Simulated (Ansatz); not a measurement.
Ansatz (a quantum-chemistry and plane-wave program) input (CCSD(T)/cc-pVQZ):

Ansatz 0.2 input:
```yaml
crystal:
  periodic: [false, false, false]
  atoms:
    - {symbol: C, position_ang: [0.58261007, 2.69898201, 0.27762983]}
    - {symbol: O, position_ang: [-0.47365806, 1.75413857, 0.24819419]}
    - {symbol: Ga, position_ang: [-0.25904899, 0.00214010, 0.01765815]}
    - {symbol: O, position_ang: [-1.72402864, -0.99385415, -0.00380560]}
    - {symbol: C, position_ang: [-1.68237737, -2.40443279, -0.17859820]}
    - {symbol: O, position_ang: [1.30101830, -0.84813829, -0.19388544]}
    - {symbol: C, position_ang: [2.57965723, -0.23833676, -0.19229997]}
    - {symbol: H, position_ang: [1.31876217, 2.47825689, 1.05752840]}
    - {symbol: H, position_ang: [1.10716004, 2.76173353, -0.68155798]}
    - {symbol: H, position_ang: [0.14823816, 3.67805511, 0.49023793]}
    - {symbol: H, position_ang: [-0.66555282, -2.79347755, -0.28170777]}
    - {symbol: H, position_ang: [-2.15184087, -2.88693357, 0.68308625]}
    - {symbol: H, position_ang: [-2.24811001, -2.67321970, -1.07500001]}
    - {symbol: H, position_ang: [2.82193303, 0.20762135, 0.77807465]}
    - {symbol: H, position_ang: [2.67177562, 0.53824953, -0.95868626]}
    - {symbol: H, position_ang: [3.32216109, -1.01107223, -0.40379297]}
basis:
  gaussian:
    orbitals: cc-pVQZ
magnetization: {spin_polarized: false}
correlation: {method: ccsd_t, electrons: outside_noble_gas}
```

End of the output:

```
integrals: 27.21 GiB planned
3945 factors; integrals over basis functions are off by at most 1.2e-3 eV
9.27 GiB of device memory are held for the factors and their scratch space
mean field: 9.15 GiB planned
mean field evaluation 1: about -61679.7420 eV, gradient 5.7e1 eV
mean field evaluation 2: about -61679.9013 eV, gradient 5.7e1 eV
mean field evaluation 4: about -61686.0605 eV, gradient 5.4e0 eV
mean field evaluation 8: about -61686.1407 eV, gradient 3.6e-1 eV
mean field evaluation 16: about -61679.7423 eV, gradient 5.7e1 eV
mean field -61686.14110490 eV, -2266.9238732368 hartree, gradient 3.1e-6 eV, S^2 0.000000; 0 other end points of the search recorded, 0 dependent functions left out
20 core orbitals not correlated, not the lowest: weight in the atoms' cores, before any rotation towards them, 0.834 or more for the frozen orbitals, at most 0.158 for the correlated occupied ones
reference -61686.14110490 eV, -2266.9238732368 hartree; 21, 21 occupied and 627, 627 virtual orbitals, 3945 factors
second order -38.53234418 eV of doubles, -0.00000000 eV of singles
coupled cluster: 66.58 GiB planned
cycle   1  -38.12666559 eV  change    4.1e-1 eV  update   1.4e-1
cycle   2  -39.02380646 eV  change   -9.0e-1 eV  update   4.2e-2
cycle   3  -39.25581591 eV  change   -2.3e-1 eV  update   2.1e-2
cycle   4  -39.23285954 eV  change    2.3e-2 eV  update   5.3e-3
cycle   5  -39.23024236 eV  change    2.6e-3 eV  update   2.7e-3
cycle   6  -39.23232818 eV  change   -2.1e-3 eV  update   8.7e-4
cycle   7  -39.23174959 eV  change    5.8e-4 eV  update   3.3e-4
cycle   8  -39.23151669 eV  change    2.3e-4 eV  update   8.8e-5
cycle   9  -39.23155159 eV  change   -3.5e-5 eV  update   3.5e-5
perturbative correction -1.57491217 eV, -0.0578769546 hartree
Total energy: -61726.94756866 eV, -2268.4234831203 hartree
```
